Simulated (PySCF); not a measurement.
Ge(H)2(Me)(vinyl) (C3H8Ge), SMILES C=[CH][GeH2][CH3]. Coordinates come from a PBE-D3(BJ)/def2-SVP optimisation. The structure was generated by enumeration, and PubChem lists no compound with its InChIKey, so it may never have been made. The values are those of a single conformer.

Calculation: PBE-D3(BJ)/def2-SVP run with PySCF.

Harmonic wavenumbers (cm⁻¹): 90, 137, 147, 308, 368, 480, 556, 593, 663, 676, 809, 828, 856, 930, 972, 1001, 1203, 1224, 1367, 1389, 1391, 1622, 2055, 2056, 2987, 3046, 3072, 3093, 3095, 3136. Rotational constants (GHz): 7.480, 3.371, 2.431; symmetry number 1.

Work out the zero-point energy and the ideal-gas rigid-rotor harmonic-oscillator thermochemistry at 298.15 K and 1 atm.

ZPE = ½ Σ hcν = ½ × 40151 cm⁻¹ = 240.16 kJ/mol. H − E(el) = 260.72 kJ/mol. Entropy in J/(mol K): translation 168.11, rotation 109.05, vibration 63.09, total 340.25. G − E(el) = 159.27 kJ/mol. Cp = 108.86 J/(mol K). Modes under 150 cm⁻¹ make the vibrational entropy uncertain.
